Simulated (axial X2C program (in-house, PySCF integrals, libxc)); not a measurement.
# Density and ELF of HfSi⁺

Computed with an axial X2C code built on PySCF integrals. Spin-free means the one-electron spin-free X2C Hamiltonian. Basis: Hf dyall-cv3z [13s14p9d7f4g], Si dyall-v3z [8s7p2d1f] (cores contracted in-house); Gaussian nuclei, density fitting, unrestricted open shells. Masses: Hf 179.947 u, Si 27.977 u.

PBE0, scalar-relativistic, state M_S = 3/2, Λ = 0 (beyond evenly filled blocks: σα, π+α, π-α); Hf at z = 0, Si at z = 2.505 Å.

The maps cover the half plane through the axis: z from -2.4 to 4.8 Å along the bond, ρ from 0.15 to 2.25 Å away from it.

log10 of the density in e/bohr³:

```
 ρ\z  -2.4  -1.8  -1.2  -0.6   0.0   0.6   1.2   1.8   2.4   3.0   3.6   4.2   4.8
0.15  -3.0  -2.3  -1.4  -0.1   1.8  -0.1  -1.1  -1.0   1.0  -0.6  -1.4  -2.2  -3.0
0.45  -3.1  -2.4  -1.6  -0.4   0.4  -0.5  -1.2  -1.1  -0.4  -1.0  -1.5  -2.3  -3.1
0.75  -3.2  -2.5  -1.8  -1.0  -0.5  -1.0  -1.4  -1.3  -1.2  -1.3  -1.7  -2.4  -3.2
1.05  -3.3  -2.7  -2.1  -1.6  -1.2  -1.5  -1.6  -1.6  -1.5  -1.6  -2.0  -2.6  -3.4
1.35  -3.5  -2.9  -2.4  -2.0  -1.8  -1.8  -1.9  -1.9  -1.8  -1.9  -2.3  -2.9  -3.6
1.65  -3.7  -3.1  -2.6  -2.3  -2.1  -2.2  -2.2  -2.2  -2.2  -2.3  -2.7  -3.2  -3.9
1.95  -4.0  -3.4  -2.9  -2.6  -2.5  -2.5  -2.5  -2.6  -2.6  -2.8  -3.1  -3.6  -4.2
2.25  -4.2  -3.7  -3.2  -2.9  -2.8  -2.8  -2.9  -3.0  -3.1  -3.2  -3.5  -3.9  -4.5
```

Electron localisation function (collinear form, no current term, damped to 0 at low density):

```
 ρ\z  -2.4  -1.8  -1.2  -0.6   0.0   0.6   1.2   1.8   2.4   3.0   3.6   4.2   4.8
0.15  0.29  0.37  0.30  0.55  0.26  0.51  0.50  0.18  0.74  0.17  0.98  0.97  0.65
0.45  0.25  0.36  0.23  0.59  0.35  0.52  0.54  0.50  0.45  0.10  0.98  0.96  0.56
0.75  0.19  0.35  0.18  0.36  0.56  0.29  0.60  0.76  0.16  0.72  0.97  0.93  0.38
1.05  0.12  0.34  0.19  0.15  0.24  0.18  0.65  0.76  0.70  0.91  0.94  0.85  0.17
1.35  0.06  0.30  0.29  0.18  0.18  0.26  0.64  0.66  0.68  0.84  0.86  0.64  0.04
1.65  0.02  0.23  0.41  0.38  0.34  0.38  0.55  0.50  0.51  0.66  0.64  0.28  0.01
1.95  0.00  0.12  0.41  0.54  0.48  0.39  0.39  0.31  0.29  0.36  0.29  0.05  0.00
2.25  0.00  0.03  0.24  0.46  0.42  0.28  0.21  0.14  0.12  0.12  0.06  0.01  0.00
```

Axial spin density in 10⁻³ e/bohr³:

```
 ρ\z  -2.4  -1.8  -1.2  -0.6    0.0   0.6   1.2   1.8   2.4  3.0  3.6  4.2  4.8
0.15  -0.3  -0.8   5.6  80.9  -26.3  51.5  22.0  10.9  49.6  1.0  2.4  0.5  0.1
0.45  -0.2  -0.6   3.4  42.3   -4.6  33.5  20.4  15.8   2.5  5.5  2.5  0.5  0.1
0.75  -0.2  -0.4   1.7  16.5   14.5  20.9  16.7  16.9  14.3  8.0  2.3  0.4  0.0
1.05  -0.1  -0.2   1.0   8.0   13.8  13.5  11.7  12.5  11.9  6.2  1.7  0.3  0.0
1.35  -0.1  -0.1   0.7   4.3    8.1   7.9   7.1   7.3   6.6  3.5  1.0  0.2  0.0
1.65   0.0   0.0   0.5   2.3    4.1   4.2   3.9   3.8   3.2  1.7  0.6  0.1  0.0
1.95   0.0   0.0   0.3   1.1    1.9   2.0   1.9   1.8   1.4  0.8  0.3  0.1  0.0
2.25   0.0   0.0   0.1   0.5    0.8   0.9   0.8   0.8   0.6  0.3  0.1  0.0  0.0
```

The state is one determinant whose occupation by symmetry is held fixed; it was picked as the lowest of a PBE0 search that is not exhaustive. Other states lie close and PBE0, whose exact exchange favours high spin, may order them wrongly; the determinant shown need not be the ground state. The nearest other spin-free determinant of the search, M_S = 1/2, Λ = 0, lies 0.17 eV up at the distance of the search.
